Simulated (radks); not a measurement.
Fractional charge and spin in the 6s shell of iridium: the spin-up occupation runs from 0 to 1 and the spin-down occupation from 0 to 1; the fullest corner is Ir, [Xe] 4f14 5d(up 3.5, down 3.5) 6s(up 1, down 1). All-electron calculation, scalar-relativistic Kohn-Sham, LDA (Slater exchange, Perdew-Wang correlation), spin-polarised, spherical densities, finite nucleus; Fermi nuclear charge, rms radius of each element as measured or else 0.836 A^(1/3) + 0.57 fm. Program: a radial shooting solver on a logarithmic mesh with Libxc functionals. Energy (eV) above the fullest corner. The planes named below are the two flat planes that join the four corners, with an edge along up + down = one added electron.

| down \ up | 0 | 0.5 | 1 |
|---|---|---|---|
| 0 | 28.008 | 18.048 | 10.004 |
| 0.5 | 18.048 | 10.173 | 4.133 |
| 1 | 10.004 | 4.133 | 0.000 |

Corners above the fullest one (they belong to Ir+ and the next ion): (up 1, down 0) 10.004 eV, (up 0, down 1) 10.004 eV, (up 0, down 0) 28.008 eV. With half an added electron in each spin the energy lies 0.168 eV from the planes, and with half an added electron in spin up alone -0.959 eV. The planes are only a guide here: the flat-plane condition holds for ground states with one frontier orbital, while other shells are open and held unpolarised.
